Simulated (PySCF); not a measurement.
C5H11O3, SMILES C([O])COCCOC, doublet, GFN2-xTB optimised geometry.

```
19

C     -2.05    -1.08    -4.66
O     -1.81    -0.69    -3.33
C     -1.44    -1.77    -2.50
C     -1.09    -1.22    -1.13
O      0.25    -0.78    -1.13
C      0.67    -0.12     0.00
C      0.23     1.43     0.00
O      0.53     1.99     1.13
H     -2.87    -1.80    -4.72
H     -1.15    -1.51    -5.12
H     -2.33    -0.17    -5.20
H     -2.27    -2.49    -2.42
H     -0.56    -2.29    -2.92
H     -1.22    -1.99    -0.36
H     -1.76    -0.38    -0.91
H      1.76    -0.12     0.00
H      0.28    -0.56     0.93
H      0.67     1.90    -0.90
H     -0.87     1.34    -0.14
```

Density from unrestricted CAM-B3LYP/def2-SVP run with PySCF at that geometry.

Minimum of the electron density along straight lines between bonded atoms, close to the bond critical point (lines longer than 1.1 times the sum of covalent radii, or with two minima, are not listed):

```tsv
bond	length / Å	ρ at the minimum / e bohr⁻³	∇²ρ there / e bohr⁻⁵	position (fraction from the first atom)
C1–O2	1.405	0.263	-0.45	0.34
O2–C3	1.406	0.265	-0.50	0.66
C3–C4	1.524	0.257	-0.64	0.50
C4–O5	1.409	0.259	-0.43	0.34
O5–C6	1.377	0.278	-0.38	0.66
C6–C7	1.608	0.209	-0.43	0.50
C7–O8	1.299	0.335	-0.12	0.33
C1–H9	1.097	0.278	-1.04	0.63
C1–H10	1.097	0.279	-1.05	0.63
C1–H11	1.088	0.285	-1.12	0.64
C3–H12	1.102	0.277	-1.03	0.63
C3–H13	1.100	0.279	-1.06	0.64
C4–H14	1.099	0.279	-1.05	0.63
C4–H15	1.100	0.279	-1.05	0.64
C6–H16	1.091	0.286	-1.13	0.64
C6–H17	1.096	0.282	-1.08	0.64
C7–H18	1.107	0.276	-1.02	0.63
C7–H19	1.117	0.261	-0.91	0.63
```
